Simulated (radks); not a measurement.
Q: The germanium anion Ge4-, [Kr], held by a Watson sphere: a shell of charge +4 at radius R that stands for the Madelung well of a crystal (potential energy -4/R inside, -4/r outside, in hartree with lengths in bohr). Calculated with a radial shooting solver on a logarithmic mesh with Libxc functionals: scalar-relativistic Kohn-Sham, LDA (Slater exchange, Perdew-Wang correlation), spin-polarised, spherical densities, finite nucleus; Fermi nuclear charge, rms radius of each element as measured or else 0.836 A^(1/3) + 0.57 fm. Response by self-consistent Sternheimer equations with the Hartree and adiabatic LDA kernel, the relativistic mass of each level held fixed and spin-orbit coupling left out. The sphere does not respond.

| R (bohr) | e(3d) (eV) | e(4s) (eV) | e(4p) (eV) | <r> 4p (bohr) | sum of <r^2> (bohr^2) | X-ray form factor at sin(theta)/lambda = 0.1 1/angstrom | alpha (bohr^3) |
|---|---|---|---|---|---|---|---|
| 2.12 | -30.412 | -16.252 | -7.808 | 2.488 | 63.95 | 32.106 | 36.26 |
| 2.13 | -30.345 | -16.205 | -7.788 | 2.493 | 64.16 | 32.097 | 36.53 |
| 3.3 | -27.024 | -12.064 | -5.566 | 3.138 | 92.48 | 31.013 | 91.56 |
| 3.58 | -26.812 | -11.430 | -5.130 | 3.299 | 100.3 | 30.783 | 113.8 |

Estimate the row for R = 4.78 bohr.

A: e(3d) (eV) -26.464; e(4s) (eV) -9.787; e(4p) (eV) -3.747; <r> 4p (bohr) 4.002; sum of <r^2> (bohr^2) 138.7; X-ray form factor at sin(theta)/lambda = 0.1 1/angstrom 29.994; alpha (bohr^3) 271.0.
